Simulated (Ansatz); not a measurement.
`[OH][Hf]([F])([Cl])[Br]` + NH₃ → `[NH2][Hf]([OH])([F])[Cl]` + HBr at 298.15 K and 1 bar (ligand exchange at the Hf–Br bond).

Calculated with Ansatz (gas phase, PBE0-D4/def2-TZVP geometries, no zero-point term in ΔE). CCSD(T)/CBS adds triple-zeta CCSD(T) − MP2 to the extrapolated MP2 energy (def2 sets, frozen cores). This one scheme is used for every species. def2 core potentials past Kr. For Br, Hf outer-core shells are correlated without core-valence functions, which leaves a few kJ/mol of doubt a bond. Scalar relativity is left out up to krypton. Each species was taken in one conformer, which may not be the lowest.

```json
{"species": "`[OH][Hf]([F])([Cl])[Br]`", "CCSD(T)/CBS energy (Eh)": "-3256.87550", "H − E (kJ/mol)": "67.1", "S (J/(mol·K))": "399.2"}
{"species": "NH₃", "CCSD(T)/CBS energy (Eh)": "-56.50880", "H − E (kJ/mol)": "100.5", "S (J/(mol·K))": "192.4"}
{"species": "`[NH2][Hf]([OH])([F])[Cl]`", "CCSD(T)/CBS energy (Eh)": "-739.42806", "H − E (kJ/mol)": "130.7", "S (J/(mol·K))": "392.1"}
{"species": "HBr", "CCSD(T)/CBS energy (Eh)": "-2573.91920", "H − E (kJ/mol)": "24.6", "S (J/(mol·K))": "198.6"}
```

H − E and S are ideal-gas, rigid-rotor, harmonic terms from PBE0-D4/def2-TZVP, for one conformer and one mirror image of each species. 1 Eh = 2625.50 kJ/mol, R = 8.31446 J/(mol·K).

Question: By hand: ΔE, ΔH, ΔS and ΔG.

Answer: ΔE = (-739.42806) + (-2573.91920) − (-3256.87550) − (-56.50880) = 0.03704 Eh = 97.2 kJ/mol. Δ(H − E) = 130.7 + 24.6 − 67.1 − 100.5 = -12.3, so ΔH = 84.9 kJ/mol. ΔS = 392.1 + 198.6 − 399.2 − 192.4 = -0.9 J/(mol·K). ΔG = 84.9 − 298.15 × (-0.9)/1000 = 85.2 kJ/mol.

Question: By hand: the equilibrium constant, and the temperature at which ΔG would vanish if ΔH and ΔS stayed fixed.

Answer: log₁₀ K = −ΔG/(RT ln 10) = -14.9. ΔH and −TΔS have one sign here, so there is no such temperature. One of them is within its doubt of zero, so this could turn.

The number of gas molecules stays the same, so ΔS is small and ΔH decides. A doubt of 5 kJ/mol in ΔE shifts log₁₀ K by 0.9 here. Other conformers and mirror images would add mixing entropy, several J/(mol·K) or more a flexible species. These are equilibria of isolated gas molecules and say nothing of rates. Largest T1 diagnostic: 0.015 (customary marks: 0.02 for closed shells, 0.045 for open ones).
